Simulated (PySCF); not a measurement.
These 2 structures share the formula C2H9B2N. Method used: PBE0-D3(BJ)/def2-SVP geometry optimisation, gas phase in PySCF. Energies are electronic, without zero-point or thermal terms, for one conformer each. No frequencies were run at this level. Point groups hold within 0.08 Å.

Problem. Rank from lowest to highest electronic energy at this level (kcal/mol).
A. `[BH2:1][B:2]([CH3:3])[NH:4][CH3:5]` with B1–B2–N4–C5 -179°
B. `BNB(C)C`

Solution. B (0.0), A (50.9).

```
 SMILES      E (Eh)  E rel (kcal/mol)  dipole (D)  point group     A, B, C (MHz)
BNB(C)C  -185.79657               0.0        1.39            –  7236, 3658, 2504
BB(C)NC  -185.71544              50.9        2.04      near Cs  7640, 3373, 2461
```

Problem. How do the relative energies change in single points at PBE0/pcSseg-1 (no added dispersion term) on the same geometries?

Solution. 
| SMILES | PBE0-D3(BJ)/def2-SVP (kcal/mol) | PBE0/pcSseg-1 (kcal/mol) | shift |
| --- | --- | --- | --- |
| BNB(C)C | 0.0 | 0.0 | 0.0 |
| BB(C)NC | 50.9 | 50.4 | -0.5 |

Each column counts from its own lowest isomer. The order is unchanged; the largest shift is 0.5 kcal/mol.
